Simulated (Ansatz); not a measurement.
The cluster Rh5⁻, relaxed as a singlet with RKS B3LYP-D4/def2-SVPD in Ansatz, starting from the GFN2-xTB geometry. Force threshold 0.02 eV/Å.

In the def2 sets Rh takes a core potential; there is no spin–orbit coupling. The highest occupied level of the charge -1 singlet lies above zero (up to 0.24 eV). The electron is either unbound and held by the finite basis, or the level is raised by self-interaction error. The relaxation made no stability test and no search for a lower SCF solution. No other spin state of charge -1 was run. The structure comes from a short search, and lower isomers may exist.

Start:

```xyz
5

Rh    0.0851   -1.2395    1.6482
Rh   -1.4165    0.5172    0.4911
Rh    1.4895    0.4609    0.2998
Rh   -0.0792   -1.0953   -0.8852
Rh   -0.0790    1.3567   -1.5539
```

Task: Estimate the energy that the relaxation releases and the steps that it takes.

Result: 0.71 eV, in 6 steps; 40 s on 4 threads of Arm Neoverse V2 on a shared host. No frequencies were taken in this run, so the end may be a saddle point.

Task: Does the start keep its bonding and symmetry?

Result: By distances, no bond broke or formed. The bond that changes most is Rh2–Rh3, from 2.91 to 3.30 Å (atoms count from 1). The end is the same structure that another start reached, the lowest one found. Point group C2v at the start, C2v at the end, both within 0.05 Å.

Task: Predict the relaxed structure.

Result: 
```tsv
atom	x (Å)	y (Å)	z (Å)
Rh1	0.097	-0.784	1.689
Rh2	-1.632	0.259	0.293
Rh3	1.665	0.196	0.074
Rh4	-0.085	-1.163	-0.939
Rh5	-0.046	1.492	-1.117
```
Bond lengths (bridged metal pairs left out): 9 × Rh–Rh 2.44 to 3.30 Å.
